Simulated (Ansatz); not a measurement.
Ansatz (a program for electronic structure) input (B3LYP/STO-3G):

Ansatz 0.2 input:
```yaml
crystal:
  periodic: [false, false, false]
  atoms:
    - {symbol: K, position_ang: [0.00000000, 0.00000000, 0.00000000]}
basis:
  gaussian:
    orbitals: STO-3G
hamiltonian:
  xc: {name: B3LYP}
total_charge: 1
scf: {lower_state_search: full}
```

Task: What final total energy does it give?

Result: -593.65928 Eh.
